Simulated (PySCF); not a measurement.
The vertical singlet excitations below were computed for one of the candidates. Computed with TDDFT CAM-B3LYP/def2-SVPD, vertical, gas phase, core orbitals frozen in the response in PySCF 2.14.0, density-fitted response routines. Geometries: PBE0-D3(BJ)/def2-SVP, one conformer each.

```tsv
state	λ (nm)	f
S1	319.0	0.198
S2	272.3	0.419
S3	248.8	0.015
S4	230.8	0.202
S5	209.9	0.0054
S6	206.4	0.0011
S7	199.0	0.019
S8	190.1	0.122
S9	187.4	0.106
S10	184.9	0.0033
```

Triplets computed (Tamm–Dancoff): 2.51, 3.88, 4.30, 4.70 eV.

Task: Which candidate is it? All have the formula C8H9B.
A. `BC12C=CC(C=C1)C=C2`
B. `BCC1C2=CC=CC=C21`
C. `C(#CB(C)C)/C=C/C#C`

Result: C. Its S1, at 3.89 eV, is the lowest among the candidates; the nearest of the others has S1 at 4.33 eV. S1 is HOMO→LUMO (56%), HOMO-1→LUMO (33%). Löwdin shares by element: HOMO carbon 64% or more (atoms not listed hold the other 36%); LUMO carbon 57% or more (atoms not listed hold the other 43%). At the same level the other candidates give, for their lowest levels:
- `BC12C=CC(C=C1)C=C2`: 286 nm (f 0.000); 245 nm (f 0.000); 239 nm (f 0.000); 217 nm (f 0.000); 215 nm (f 0.004); T1 3.54 eV; HOMO -7.52, LUMO -0.39 eV
- `BCC1c2ccccc21`: 238 nm (f 0.065); 226 nm (f 0.002); 212 nm (f 0.004); 210 nm (f 0.001); 206 nm (f 0.002); T1 4.04 eV; HOMO -8.08, LUMO -0.26 eV
